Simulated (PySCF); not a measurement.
Caution: the unrestricted state is spin-contaminated.  The multiplicity is imposed and other spin states were not computed.

**[W(Cl)3] (charge 0, multiplicity 2)**

Method: BP86-D3(BJ)/def2-TZVP // BP86-D3(BJ)/def2-SVP run with PySCF 2.14.0.

```yaml
highest_occupied_spin_orbital: -5.05 eV
dipole_moment: 0.35 D
charge on the central atom (Mulliken): 0.68 e
spin population on the central atom (Mulliken): 0.96
total_energy: -1448.0967 Ha
cost: roughly 10 core-minutes
```

```xyz
4

W     -0.0513     0.0337    -0.1147
Cl    -0.6364     2.1061     0.5700
Cl    -1.5598    -1.5661    -0.5946
Cl     2.1728    -0.3631    -0.0808
```
Charge 0, spin multiplicity 2.
